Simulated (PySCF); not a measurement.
LiOH, optimised at PBE0/def2-TZVP:

```xyz
3

Li     0.7659     0.6018    -0.9542
O     -0.1166    -0.0916     0.1452
H     -0.6493    -0.5102     0.8089
```

Energies from PySCF (xtb for GFN2), thermal terms from the rigid-rotor harmonic-oscillator model, ideal gas at 1 bar. 6-31G* has spherical d functions here. All species are closed-shell singlets. B3LYP is the form with VWN-RPA correlation.

**Question.** List the harmonic frequencies (cm⁻¹, unscaled) at this level and at the other levels, each on its own geometry.

**Answer.** 
- PBE0/def2-TZVP: 376, 376, 979, 4051
- B3LYP/6-31G*: 260, 261, 1018, 3920
- GFN2-xTB: 422, 422, 919, 3802
- HF/6-31G*: 291, 291, 1024, 4242
- PBE/def2-SVP: 435, 435, 1030, 3888
